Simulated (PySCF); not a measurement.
Al(H)(Br)(NH2) (AlBrH₃N), SMILES [NH2][AlH][Br].

Geometry: B3LYP-D3(BJ)/def2-TZVP. One conformer was computed; it need not be the lowest.

Calculation: C-PCM-PBE0/def2-SVP in PySCF.

The values are the electrostatic part of the solvation free energy, E(continuum) − E(gas) at the gas-phase geometry, in a cavity of scaled van der Waals radii (PySCF's table); cavitation and dispersion terms are not included. A continuum can't describe solvent molecules that bind to the metal. In vacuum the orbital gap is 7.21 eV. The dipole moment in vacuum is 2.46 D.

Computed values in water (ε = 78.36), toluene (ε = 2.37), methanol (ε = 32.61):
```json
[
 {"solvent": "water", "ε": "78.36", "ΔG(elec) (kcal/mol)": "-4.8", "dipole (D)": "3.07", "gap (eV)": "7.28"},
 {"solvent": "toluene", "ε": "2.37", "ΔG(elec) (kcal/mol)": "-2.7", "dipole (D)": "2.79", "gap (eV)": "7.26"},
 {"solvent": "methanol", "ε": "32.61", "ΔG(elec) (kcal/mol)": "-4.7", "dipole (D)": "3.06", "gap (eV)": "7.28"}
]
```
